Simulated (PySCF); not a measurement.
Input of a run (PBE0-D3(BJ)/def2-SVP geometry optimisation, gas phase, def2 core potentials past Kr (PySCF 2.14.0)), started from GFN2-xTB:
```
{"job": {"xc": "PBE0", "basis": "def2-SVP", "d3": "d3bj", "grid": 1, "maxiter": 40, "kind": "geom"}, "charge": 0, "multiplicity": 1}
In     0.069180     0.117330    -0.000190
H      1.751200    -0.073770     0.013580
H     -0.891440     1.509340    -0.018860
F     -0.928940    -1.552910     0.005460
```

Output (energies in Eh, forces in Eh/bohr):
```
step   0  E = -290.99061699  max force = 0.008190
step   1  E = -290.99147692  max force = 0.002710
step   2  E = -290.99157340  max force = 0.000458
step   3  E = -290.99159791  max force = 0.000306
step   4  E = -290.99167850  max force = 0.001500
step   5  E = -290.99174570  max force = 0.002115
step   6  E = -290.99179846  max force = 0.001443
step   7  E = -290.99181579  max force = 0.000203
step   8  E = -290.99181717  max force = 0.000200
optimisation converged
```

Summarise the run.

The energy falls by 3.2 kJ/mol over 9 energy and gradient evaluations, the largest force component goes from 0.0082 to 2.0e-04 Eh/bohr, and the atoms move by 0.054 Å rms after alignment. Among the bonds, In1–H3 and In1–F4 change most and about equally (+0.023 to +0.024 Å). Bonds longer at the end by more than 0.005 Å: 3 of 3; shorter: 0. Among the angles that change most is H2–In1–H3, from 131.1° to 137.6°. The energy never rose by more than 1e-6 Eh on the way. The first step brought 72 % of the lowering.

What are the final bond lengths?

In1–H2 1.715 Å, In1–H3 1.714 Å, In1–F4 1.970 Å. Numbering counts from 1 in the input's order; the species is InH2F (`[H][In]([H])[F]`).

The run used 50 basis functions and 52 SCF cycles in all. Time: 9.2 s wall. Hardware: one thread, Arm Neoverse V1 (shared host).

No PBE0-D3(BJ)/def2-SVP frequencies stand behind this structure, so it isn't proved a minimum.
